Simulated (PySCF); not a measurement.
Species: C9H20OSi.
Geometry (PBE0-D3(BJ)/def2-SVP, Å), atoms numbered from 1 in this order:
```xyz
31
C9H20OSi angstrom
C      2.426    0.315   -1.664
Si     2.176   -0.261    0.106
C      3.255   -1.735    0.493
C      2.508    1.157    1.293
O      0.602   -0.806    0.309
C     -0.546   -0.031    0.065
C     -1.419   -0.005    1.313
C     -2.728    0.741    1.074
C     -3.487    0.165   -0.116
C     -2.618    0.150   -1.369
C     -1.309   -0.595   -1.128
H      1.758    1.154   -1.917
H      2.224   -0.504   -2.372
H      3.462    0.655   -1.826
H      4.323   -1.486    0.393
H      3.079   -2.085    1.521
H      3.031   -2.569   -0.191
H      1.836    2.008    1.097
H      2.351    0.835    2.334
H      3.544    1.522    1.200
H     -0.269    1.019   -0.176
H     -1.621   -1.052    1.598
H     -0.849    0.444    2.143
H     -2.511    1.808    0.882
H     -3.351    0.714    1.983
H     -3.799   -0.869    0.119
H     -4.413    0.736   -0.296
H     -2.397    1.191   -1.668
H     -3.161   -0.302   -2.214
H     -1.508   -1.661   -0.919
H     -0.663   -0.563   -2.020
```

ESP-fitted charges (e) from the PBE0/pcSseg-1 density (PySCF), one withheld:

| atom | bonded to | charge |
| --- | --- | --- |
| C1 | Si2 H12 H13 H14 | -0.8023 |
| Si2 | C1 C3 C4 O5 | +1.2682 |
| C3 | Si2 H15 H16 H17 | -0.7989 |
| C4 | Si2 H18 H19 H20 | -0.7920 |
| O5 | Si2 C6 | -0.8089 |
| C6 | O5 C7 C11 H21 | +0.7269 |
| C7 | C6 C8 H22 H23 | ? |
| C8 | C7 C9 H24 H25 | -0.0557 |
| C9 | C8 C10 H26 H27 | -0.0625 |
| C10 | C9 C11 H28 H29 | -0.0414 |
| C11 | C10 C6 H30 H31 | -0.2468 |
| H12 | C1 | +0.1648 |
| H13 | C1 | +0.1770 |
| H14 | C1 | +0.1662 |
| H15 | C3 | +0.1613 |
| H16 | C3 | +0.1855 |
| H17 | C3 | +0.1830 |
| H18 | C4 | +0.1621 |
| H19 | C4 | +0.1736 |
| H20 | C4 | +0.1639 |
| H21 | C6 | -0.0943 |
| H22 | C7 | +0.0835 |
| H23 | C7 | +0.0540 |
| H24 | C8 | +0.0227 |
| H25 | C8 | +0.0405 |
| H26 | C9 | +0.0306 |
| H27 | C9 | +0.0239 |
| H28 | C10 | +0.0180 |
| H29 | C10 | +0.0351 |
| H30 | C11 | +0.0783 |
| H31 | C11 | +0.0452 |

(1) What is the charge on C7?

(2) Add each hydrogen's charge to the atom that carries it.

(3) Across which bond do the charges differ most?

(4) Take the bonds between elements whose Pauling electronegativities differ by more than 0.25. In how many does the more electronegative atom carry the lower charge?

(5) How much positive and how much negative charge does this set hold in all?

## Answers

(1) The charges add up to the total charge, 0. The others sum to +0.2615, which leaves -0.2615 e for C7 (ring CH2 carbon).

(2) C1 -0.2943, C3 -0.2691, C4 -0.2924, C6 +0.6326, C7 -0.1240, C8 +0.0075, C9 -0.0080, C10 +0.0117, C11 -0.1233. Atoms without hydrogen keep their charges.

(3) Si2–O5: +1.2682 on Si2 against -0.8089 on O5, a difference of 2.0771 e. The lower charge is on the more electronegative element of the two (Pauling values: O 3.44, Si 1.90).

(4) In 24 of 25; it doesn't in C6–H21.

(5) +3.9643 e on 21 atoms and -3.9643 e on 10.

The ESP scheme fits charges at the nuclei, held to the total charge, to the electrostatic potential on points at 1.4 to 2.0 times the van der Waals radii. One conformer (not necessarily the lowest) at the PBE0-D3(BJ)/def2-SVP geometry, without solvent, vibrations or thermal averaging.
